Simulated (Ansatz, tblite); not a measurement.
Removing an electron: TcO3Cl (TcClO₃). Total charge 0; singlet. Geometry: r2SCAN-D4/def2-SVP. Ansatz, gas phase; energy differences of separate SCF runs; the oxidised species was run as a doublet alone.

Cartesian coordinates in Å:
```
Tc -0.044 -0.078 -0.068
O 0.356 -1.602 0.498
O -1.710 0.085 -0.099
O 0.565 0.120 -1.615
Cl 0.834 1.475 1.284
```

In the def2 sets Tc takes a core potential; there is no spin–orbit coupling. The xTB rows come from tblite. HOMO above LUMO, or a gap near zero within one spin, warns that the state may not be the lowest or that an electron is smeared out.

```tsv
level	−HOMO (eV)	vertical IE (eV)	−LUMO (eV)	HOMO–LUMO gap (eV)	remarks
GFN1-xTB	15.16	18.53	12.33	2.84	–
GFN2-xTB	13.70	16.96	10.52	3.18	–
PBE-D4/def2-TZVP	8.56	11.82	4.80	3.76	gap within one spin near zero (+1 doublet)
r2SCAN-D4/def2-TZVP	8.98	12.03	4.90	4.08	restricted SCF unstable in HF (singlet)
PBE0-D4/def2-TZVP	10.21	12.15	4.23	5.98	restricted SCF unstable in HF (singlet), spin-contaminated (⟨S²⟩ 0.85) (+1 doublet)
```

  Raw xTB energy differences between charge states are shifted by several eV; the methods need an empirical correction for them.
